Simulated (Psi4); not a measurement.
Nuclear repulsion and electron count by hand

System: OZn (SMILES [O]=[Zn]), singlet, geometry from GFN2-xTB (such geometries of metal compounds can be far from the true shape). Level: B3LYP/aug-cc-pVDZ in Psi4. Sums are taken with unrounded values, so a last digit can differ.

Coordinates (Å):

```
atom        x        y         z
----  -------  -------  --------
Zn1   0.00000  0.00000  -0.33823
O2    0.00000  0.00000   1.26835
```

### Question
Work out the nuclear repulsion energy and the numbers of alpha and beta electrons.

### Answer
In atomic units each pair adds Z_i Z_j / r_ij, with r in bohr (1 bohr = 0.529177 Å).
| pair | r (Å) | r (bohr) | Z_i Z_j | term (Eh) |
|---|---|---|---|---|
| Zn1-O2 | 1.6066 | 3.0360 | 240 | 79.0515 |
The sum is 79.0515 Eh; Psi4 gives 79.0515 Eh. The atomic numbers add up to 38, so at charge +0 there are 38 electrons; multiplicity 1 means 0 unpaired, so 19 alpha and 19 beta.
